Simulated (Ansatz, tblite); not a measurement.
Removing and adding an electron: H5Au3. Total charge 0; singlet. Geometry: r2SCAN-D4/def2-SVP. Ansatz, gas phase; energy differences of separate SCF runs; the oxidised species was run as a doublet alone; the reduced species was run as a doublet alone.

```tsv
atom	x (Å)	y (Å)	z (Å)
Au1	-0.0824	1.5219	-0.7806
Au2	0.4188	-1.0726	-0.2771
Au3	-0.9110	0.7568	1.6388
H4	-1.4987	2.1912	1.9912
H5	1.0855	-1.4932	-1.6474
H6	0.7303	-2.5771	-0.0418
H7	0.5348	1.5439	-2.2159
H8	-0.2773	-0.8709	1.3328
```

In the def2 sets Au takes a core potential; there is no spin–orbit coupling. The xTB rows come from tblite. The structure comes from a short search, and lower isomers may exist.

```
             level  −HOMO (eV)  vertical IE (eV)  −LUMO (eV)  vertical EA (eV)  HOMO–LUMO gap (eV)  IE − EA (eV)                       remarks
          GFN1-xTB       11.74             14.30        9.29              6.64                2.45          7.67                             –
  PBE-D4/def2-TZVP        6.86              9.49        3.79                 –                3.07             –                             –
 PBE-D4/def2-TZVPD        6.83                 –        3.79              1.54                3.04             –  HOMO above zero (-1 doublet)
PBE0-D4/def2-TZVPD        7.80                 –        3.13              1.58                4.67             –  HOMO above zero (-1 doublet)
```

Question: Estimate the rows for GFN2-xTB, r2SCAN-D4/def2-TZVP, r2SCAN-D4/def2-TZVPD, PBE0-D4/def2-TZVP.

Answer: 
```
               level  −HOMO (eV)  vertical IE (eV)  −LUMO (eV)  vertical EA (eV)  HOMO–LUMO gap (eV)  IE − EA (eV)                       remarks
            GFN2-xTB       10.79             13.33        8.45              5.95                2.34          7.38                             –
 r2SCAN-D4/def2-TZVP        7.09              9.60        3.71                 –                3.38             –                             –
r2SCAN-D4/def2-TZVPD        7.05                 –        3.70              1.53                3.35             –  HOMO above zero (-1 doublet)
   PBE0-D4/def2-TZVP        7.82              9.65        3.14                 –                4.68             –                             –
```

   A HOMO above zero means that the electron is unbound at that level or that self-interaction error raises the level; the energy of removing that electron tells which. Raw xTB energy differences between charge states are shifted by several eV; the methods need an empirical correction for them.
